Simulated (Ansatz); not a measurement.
`C[Se][Al]([F])[F]` + `[AsH3]` → `C[Se][AsH2]` + `[F][AlH][F]` at 600 K and 1 bar (ligand exchange at the Se–Al bond).

Isolated molecules relaxed with PBE0-D4/def2-TZVP in Ansatz; ΔE leaves out vibrations. CBS: MP2 limit from def2 TZ/QZ plus the TZ coupled-cluster correction, frozen cores. This one scheme is used for every species. For As, Se outer-core shells are correlated without core-valence functions, which leaves a few kJ/mol of doubt a bond. Scalar relativity is left out up to krypton. Each species was taken in one conformer, which may not be the lowest.

| species | CCSD(T)/CBS energy (Eh) | H − E (kJ/mol) | S (J/(mol·K)) |
| --- | --- | --- | --- |
| `C[Se][Al]([F])[F]` | -2882.36734 | 172.5 | 457.9 |
| `[AsH3]` | -2236.79077 | 81.6 | 254.3 |
| `C[Se][AsH2]` | -4676.77761 | 189.4 | 407.9 |
| `[F][AlH][F]` | -442.35155 | 62.3 | 308.1 |

H − E and S are ideal-gas, rigid-rotor, harmonic terms from PBE0-D4/def2-TZVP, for one conformer and one mirror image of each species. 1 Eh = 2625.50 kJ/mol, R = 8.31446 J/(mol·K).

Q: By hand: ΔE, ΔH, ΔS and ΔG.

A: ΔE = (-4676.77761) + (-442.35155) − (-2882.36734) − (-2236.79077) = 0.02895 Eh = 76.0 kJ/mol. Δ(H − E) = 189.4 + 62.3 − 172.5 − 81.6 = -2.4, so ΔH = 73.6 kJ/mol. ΔS = 407.9 + 308.1 − 457.9 − 254.3 = 3.8 J/(mol·K). ΔG = 73.6 − 600 × (3.8)/1000 = 71.3 kJ/mol.

Q: By hand: the equilibrium constant, and the temperature at which ΔG would vanish if ΔH and ΔS stayed fixed.

A: log₁₀ K = −ΔG/(RT ln 10) = -6.2. ΔG = 0 at ΔH/ΔS = 19368 K, far beyond where these terms or the molecules hold.

The number of gas molecules stays the same, so ΔS is small and ΔH decides. A doubt of 5 kJ/mol in ΔE shifts log₁₀ K by 0.4 here. Other conformers and mirror images would add mixing entropy, several J/(mol·K) or more a flexible species. Modes under 60 cm⁻¹, often nearly free rotors, make the harmonic entropy too high. These are equilibria of isolated gas molecules and say nothing of rates. Largest T1 diagnostic: 0.013 (customary marks: 0.02 for closed shells, 0.045 for open ones).
